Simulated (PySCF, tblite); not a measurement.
Isomers of C8H11OP. Calculated harmonic vibrations of the isolated species, GFN2-xTB (tblite), most abundant isotopes, no scaling. The method is semi-empirical: single wavenumbers can be off by several per cent or more. Modes of hydrogen on phosphorus can be 10 to 20 % off. One conformer each.

Electronic energies: PBE0/pcSseg-1 single points on the GFN2-xTB geometries (PySCF, gas phase).

```json
{"SMILES": "C=Cc1cc(OC)[pH]c1C", "electronic energy, lowest = 0 (kJ/mol)": "145.0"}
{"SMILES": "C=CC(=C=P/C=C/C)OC", "electronic energy, lowest = 0 (kJ/mol)": "261.8"}
{"SMILES": "C=Cc1cc(C)[pH]c1OC", "electronic energy, lowest = 0 (kJ/mol)": "136.8"}
{"SMILES": "C#CCP1CCC(=O)CC1", "electronic energy, lowest = 0 (kJ/mol)": "137.0"}
{"SMILES": "OCPCc1ccccc1", "electronic energy, lowest = 0 (kJ/mol)": "0.0"}
```

Task: How do GFN2-xTB zero-point energies change the relative energies?

Result: 
```csv
SMILES,ZPE (kJ/mol),of it from modes above 1550 cm⁻¹,electronic (kJ/mol),"with ZPE, lowest = 0 (kJ/mol)",lowest mode (cm⁻¹),rings
OCPCc1ccccc1,433.8,215.8,0.0,0.0,24,1
C=Cc1cc(C)[pH]c1OC,428.1,214.1,136.8,131.1,51,1
C#CCP1CCC(=O)CC1,435.2,221.0,137.0,138.4,38,1
C=Cc1cc(OC)[pH]c1C,428.2,213.9,145.0,139.5,37,1
C=CC(=C=P/C=C/C)OC,429.2,229.7,261.8,257.1,40,0
```

The zero-point energies span 7.1 kJ/mol, from `C=Cc1cc(C)[pH]c1OC` to `C#CCP1CCC(=O)CC1`. The order is unchanged.

Task: And how do the electronic energies of GFN2-xTB itself compare?

Result: `OCPCc1ccccc1` 0.0; `C=Cc1cc(C)[pH]c1OC` 84.6; `C#CCP1CCC(=O)CC1` 123.0; `C=Cc1cc(OC)[pH]c1C` 88.1; `C=CC(=C=P/C=C/C)OC` 261.9 kJ/mol, lowest = 0. Against the energies above, taken from the same isomer `OCPCc1ccccc1`, the largest difference is 56.9 kJ/mol.

Task: What do entropy and thermal enthalpy add at 298.15 K and 1 bar (rigid rotor, harmonic oscillator, one conformer each)?

Result: 
```tsv
SMILES	point group	symmetry number	S (J/(mol K))	H − H(0) (kJ/mol)	ZPE + H − H(0) − TS (kJ/mol)
C=Cc1cc(C)[pH]c1OC	C1	1	448.5	33.50	327.9
C#CCP1CCC(=O)CC1	C1	1	434.3	31.39	337.1
C=Cc1cc(OC)[pH]c1C	C1	1	446.7	33.27	328.3
C=CC(=C=P/C=C/C)OC	C1	1	480.6	36.58	322.5
```

Not tabulated: `OCPCc1ccccc1` (lowest mode only 24 cm⁻¹).
